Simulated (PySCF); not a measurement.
Towards the basis-set limit for WH

State: ⁶Σ⁺, sextet, unpaired electrons σ ↑, π ↑↑, δ ↑↑. De refers to H + W (5d4 6s2). ROHF-based CCSD(T) in PySCF 2.14 with H cc-pVTZ, W cc-pVTZ-PP with ECP60 and H cc-pVQZ, W cc-pVQZ-PP with ECP60 (frozen core orbitals: 4; scalar-relativistic core potentials). Correlation energies are extrapolated as n⁻³ (n = 3, 4), Hartree–Fock as (n+1)·exp(−9√n). CV is the change on freezing 0 orbitals instead, in H cc-pVTZ, W cc-pwCVTZ-PP with ECP60.

```csv
Level,Re (Å),ωe (cm⁻¹),ωexe (cm⁻¹),αe (cm⁻¹),De (eV)
CCSD(T)/TZ,1.7218,1888.2,27.9,0.133,3.140
CCSD(T)/QZ,1.7165,1908.5,31.3,0.144,3.186
HF/CBS,1.7474,1851.8,26.6,0.131,2.921
MP2/CBS,1.6957,1983.3,28.3,0.135,3.118
CCSD/CBS,1.7164,1911.6,30.3,0.142,3.269
CCSD(T)/CBS,1.7150,1910.4,31.2,0.145,3.207
CCSD(T)/CBS+CV,1.7062,1928.6,31.7,0.147,3.192
```

Task: How much is left between CCSD(T)/QZ and the basis-set limit, and how much do the triples give at the limit?

Result: CCSD(T)/CBS less CCSD(T)/QZ: -1.5 mÅ in Re, +1.9 cm⁻¹ in ωe and +0.021 eV in De. CCSD(T)/CBS less CCSD/CBS: -1.4 mÅ in Re, -1.2 cm⁻¹ in ωe and -0.062 eV in De.

Task: What do the later terms add?

Result: CV: -8.8 mÅ in Re, +18.2 cm⁻¹ in ωe and -0.015 eV in De, each against the row above.

The T1 diagnostic is 0.042, large enough to doubt a single reference. The state was picked by a PBE0 search and need not be the measured ground state. Spin–orbit coupling, excitations beyond (T) and corrections to the Born–Oppenheimer picture are left out, and spin–orbit coupling matters for open p, d or f shells this heavy.

The whole job (state search and all basis sets along the bond) took about 21 min on 4 threads of Arm Neoverse V1 (shared host), peak memory 14 GiB.
